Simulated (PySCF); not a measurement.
Electric field gradients and quadrupole coupling constants

Species: C₃H₄BF₃.
Z-matrix (Å and degrees, PBE0-D3(BJ)/def2-SVP geometry), rows numbered from 1:
```
C 
B   1  1.5593
C   2  1.5331  1  121.98
F   3  1.3469  2  120.88  1     0.95
C   3  1.3515  2  124.29  1  -178.16
F   5  1.3000  3  124.12  2   178.81
F   5  1.2996  3  124.35  2    -1.14
H   1  1.0982  2  114.70  3     1.67
H   1  1.1051  2  109.12  3  -120.75
H   1  1.1042  2  109.73  3   125.16
H   2  1.2092  1  121.06  3  -179.92
```

Field gradients from the PBE0/pcSseg-1 density (PySCF, non-relativistic), principal values in atomic units, ordered |Vxx| ≤ |Vyy| ≤ |Vzz|:

```tsv
atom	Vxx	Vyy	Vzz
B2	-0.2375	-0.3047	0.5422
```

Q: Find the asymmetry η = (Vxx − Vyy)/Vzz and the couplings χ = eQV/h (234.96 MHz × Q in barn × V in au), with Q(11B) = 0.04059 b.

A: 
```
atom             environment  nucleus     η  χzz (MHz)  χxx (MHz)  χyy (MHz)
  B2  three-coordinate boron      11B  0.12       5.17      -2.27      -2.91
```

Q: What is Vzz at B2 in SI units (1 au = 9.71736 × 10²¹ V/m²)?

A: 0.5422 au = 5.269 × 10²¹ V/m².

Q: What couplings would deuterons (Q(2H) = 0.00286 b) have in place of the hydrogens, at this geometry?

A: 
```
atom  bonded to  bond length (Å)  Vzz (au)     η  χzz (kHz)
  H8         C1            1.098    0.2984  0.02        201
  H9         C1            1.105    0.2924  0.01        197
 H10         C1            1.104    0.2935  0.02        197
 H11         B2            1.209    0.1973  0.07        133
```

One conformer (not necessarily the lowest) at the PBE0-D3(BJ)/def2-SVP geometry, without solvent, vibrations or thermal averaging. The small basis limits the accuracy of the gradients.
